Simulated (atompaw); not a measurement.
**PBEsol PAW (atompaw) dataset for dysprosium, scalar-relativistic all-electron reference.**

The input file (atompaw 4.2.0.5):

```
Dy 66
GGA-PBESOL scalarrelativistic loggrid 2001 logderivrange -7 5 301
6 6 5 4 0 0
6 0 0
6 1 0
5 2 0
4 3 10
0 0 0
c
c
c
c
v
v
c
c
c
v
v
c
c
v
v
3
2.50 1.90 1.85 2.20
n
n
y
0.05
n
y
-0.8
n
custom rrkj gramschmidtortho besselshape
4 -0.5 troulliermartins
2.10
1.95
1.80
2.50
2.50
2.50
1.20
1.20
PWSCFOUT
UPFDX 0.0125d0 UPFXMIN -7.d0 UPFZMESH 66.d0
END
```

Command:

```bash
atompaw < Dy.input > Dy.log
```

Resulting log (summary file):

```
[... start of the log left out ...]
         rc =    2.5165532147884941
        irc =         1491
   rc_shape =    1.9055922288096676
    rc_vloc =    1.8545854365034842
    rc_core =    2.2122636364675179
   Vloc: Norm-conserving Troullier-Martins with l= 4;e=  -5.0000E-01
   Projector type: RRKJ pseudization + Gram-Schmidt ortho.
   Bessel compensation charge shape zeroed at   1.9056E+00

 Number of basis functions     8
 No.   n  nodes  l      Energy         Cp coeff         Occ
  1    5    4    0   -0.4635979E+01  0.1000000E+01  0.2000000E+01
  2    6    5    0   -0.1053336E+01  0.4329377E-02  0.0000000E+00
  3    5    3    1   -0.2897222E+01  0.1000000E+01  0.6000000E+01
  4    6    4    1   -0.7333040E+00 -0.1398784E+00  0.0000000E+00
  5    5    2    2   -0.9915425E+00  0.1000000E+01  0.0000000E+00
  6  999    3    2    0.5000000E-01  0.1281206E-01  0.0000000E+00
  7    4    0    3   -0.1257123E+01  0.1000000E+01  0.1000000E+02
  8  999    1    3   -0.8000000E+00 -0.8120473E-03  0.0000000E+00

 Eigenvalues of overlap operator (in the basis of projectors):
    1       -1.49954133E+00
    2       -1.88249731E-01
    3        1.44523811E-02
    4        1.52069612E+00
    5        1.57431762E+00
    6        7.35804694E+00
    7        2.48131583E+01
    8        2.76846229E+01

The overlap operator has at least one negative eigenvalue!
It might be not positive definite...
Program is stopping.
This probably means that your projectors are too similar
or that your PAW basis is incomplete.
Advice: try to change your input parameters (f.i. : reference energies).
```

The run stopped because the overlap operator built from these waves and projectors is not positive definite.

The run took about 9.1 s on one core of a shared server CPU.
